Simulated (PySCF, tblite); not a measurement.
Compound: C₆H₁₀O₂Si₂.
Z-matrix (Å and degrees, GFN2-xTB geometry), rows numbered from 1:
```
O 
C   1  1.2078
C   2  1.4814  1  123.11
C   3  1.5389  2  107.06  1   -41.29
O   4  1.2029  3  120.29  2  -126.63
Si  4  1.9206  3  114.57  2    50.54
C   6  1.8913  4  105.03  3   154.49
C   7  1.3283  6  118.33  4   121.09
C   8  1.4979  7  124.19  6    -0.02
Si  9  1.9198  8  111.64  7    -3.12
H   2  1.1033  1  120.55  3  -176.95
H   3  1.0913  2  109.39  1    71.95
H   3  1.0902  2  112.76  1  -165.42
H   6  1.4710  4  105.41  3    39.43
H   7  1.0810  6  122.68  4   -58.90
H   8  1.0860  7  120.90  6   179.92
H   9  1.0930  8  108.29  7   119.71
H   9  1.0925  8  108.43  7  -126.46
H  10  1.4654  6  116.86  4   134.81
H  10  1.4693  6  118.61  4     3.41
```

The calculation used PBE0/pcSseg-1 in PySCF (dipole) on a GFN2-xTB geometry, gas phase.

Masses are those of the commonest isotopes; rigid-rotor values at the optimised geometry. The values belong to one conformer with, in the numbering `[O:1]=[CH:2][CH2:3][C:4](=[O:5])[Si@H:6]1[CH:7]=[CH:8][CH2:9][SiH2:10]1`, O1–C2–C3–C4 -41°, C2–C3–C4–O5 -127°, C3–C4–Si6–C7 154°.

(1) What are A, B and C (GHz)?

(2) What kind of rotor is it?

(3) What does the inertial defect say?

(4) Where do the levels up to J = 2 lie, in MHz?

(5) Which lines would a microwave search look for?

(6) Estimate the classical rotational partition function at 25 K, 298.15 K and 500 K.

## Answers

(1) Ia = 304.32, Ib = 683.69, Ic = 857.54 u·Å²; 505379 MHz·u·Å²/I gives 1661, 739.2 and 589.3 MHz, that is A = 1.6607, B = 0.7392, C = 0.5893 GHz.

(2) An asymmetric top: κ = (2 × 739.2 − 1661 − 589.3)/(1661 − 589.3) = -0.72.

(3) Not planar: Δ = Ic − Ia − Ib = -130.47 u·Å². For a rigid frame Δ = −2 Σ m c², so Σ m c² = 65.24 u·Å² lies off the ab plane: 13.29 from hydrogen and 51.95 from heavier atoms. The atom farthest from that plane is 2.07 Å away.

(4) Above 0(0,0):
J = 1: 1(0,1) 1329, 1(1,1) 2250, 1(1,0) 2400
J = 2: 2(0,2) 3969, 2(1,2) 4757, 2(1,1) 5207, 2(2,1) 7971, 2(2,0) 7988
Those of J = 1 are B + C, A + C and A + B.

(5) The dipole components are |μa| = 1.87 D, |μb| = 0.43 D, |μc| = 0.60 D. The squared components, which scale the intensities, stand as 1.00 : 0.05 : 0.10 (a : b : c). Some lines, for components of 0.1 D or more:

| type | branch | J(Ka,Kc) | MHz | lower level (cm⁻¹) |
| --- | --- | --- | --- | --- |
| a | Q | 2(1,1) ← 2(1,2) | 450 | 0.159 |
| c | Q | 2(1,2) ← 2(0,2) | 788 | 0.132 |
| a | Q | 3(1,2) ← 3(1,3) | 898 | 0.284 |
| a | Q | 4(1,3) ← 4(1,4) | 1490 | 0.450 |
| c | Q | 4(2,3) ← 4(1,3) | 2275 | 0.500 |
| a | R | 2(1,2) ← 1(1,1) | 2507 | 0.075 |
| b | Q | 2(2,0) ← 2(1,1) | 2781 | 0.174 |
| b | R | 2(1,2) ← 1(0,1) | 3429 | 0.044 |
| b | Q | 3(2,2) ← 3(1,3) | 3449 | 0.284 |
| a | R | 4(1,4) ← 3(1,3) | 4984 | 0.284 |
| c | R | 3(2,1) ← 2(1,1) | 6833 | 0.174 |
| c | R | 3(2,2) ← 2(1,2) | 7200 | 0.159 |
| b | R | 3(2,1) ← 2(1,2) | 7282 | 0.159 |
| b | R | 3(3,0) ← 2(2,1) | 8979 | 0.266 |
| b | R | 4(2,2) ← 3(1,3) | 8989 | 0.284 |
| b | R | 4(3,2) ← 3(2,1) | 10254 | 0.402 |
| b | R | 4(3,1) ← 3(2,2) | 10345 | 0.399 |
| b | R | 4(4,1) ← 3(3,0) | 12291 | 0.565 |

(6) Point group C1, symmetry number σ = 1; q = (√π/σ)·√((kT/h)³/(ABC)), k/h = 20836.6 MHz/K: 24800 at 25 K, 1020000 at 298.15 K, 2220000 at 500 K.

Its GFN2-xTB frequencies are all real (lowest 42 cm⁻¹). No vibrational averaging or centrifugal distortion is included, and the geometry carries the error of its method.
